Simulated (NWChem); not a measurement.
System: C3H4F2Si; SMILES C=C=C(F)[SiH2]F

```xyz
10

C      1.5525    -2.1471     0.0000
C      0.5123    -1.3554     0.0000
C     -0.4807    -0.5026     0.0000
F     -1.7866    -0.9397     0.0000
Si    -0.3597     1.3659     0.0000
F      1.2032     1.7645     0.0000
H      2.0060    -2.4950    -0.9270
H      2.0060    -2.4950     0.9270
H     -1.0087     1.9119     1.2168
H     -1.0087     1.9119    -1.2168
```
Atoms are numbered in this order, from 1.

All runs: NWChem. Pople sets run with spherical d functions. The geometry was optimised at B3LYP/6-31G* (spherical d). Level: M05-2X/6-31G* with SMD (1 M gas to 1 M solution), gas-phase geometry. Reactions with the solvent are ignored.

```json
[
 {"solvent": "water", "dielectric constant": "78.4", "solvation free energy (kcal/mol)": "1.5", "cavity-dispersion-structure term (kcal/mol)": "5.2", "dipole in solution (D)": "1.31"},
 {"solvent": "diethyl ether", "dielectric constant": "4.24", "solvation free energy (kcal/mol)": "-2.6", "cavity-dispersion-structure term (kcal/mol)": "0.2", "dipole in solution (D)": "1.17"},
 {"solvent": "1-octanol", "dielectric constant": "9.86", "solvation free energy (kcal/mol)": "-1.7", "cavity-dispersion-structure term (kcal/mol)": "1.7", "dipole in solution (D)": "1.25"},
 {"solvent": "tetrahydrofuran", "dielectric constant": "7.43", "solvation free energy (kcal/mol)": "-2.2", "cavity-dispersion-structure term (kcal/mol)": "1.1", "dipole in solution (D)": "1.23"},
 {"solvent": "acetone", "dielectric constant": "20.5", "solvation free energy (kcal/mol)": "-2.7", "cavity-dispersion-structure term (kcal/mol)": "0.9", "dipole in solution (D)": "1.29"},
 {"solvent": "cyclohexanone", "dielectric constant": "15.6", "solvation free energy (kcal/mol)": "-1.8", "cavity-dispersion-structure term (kcal/mol)": "1.7", "dipole in solution (D)": "1.28"}
]
```
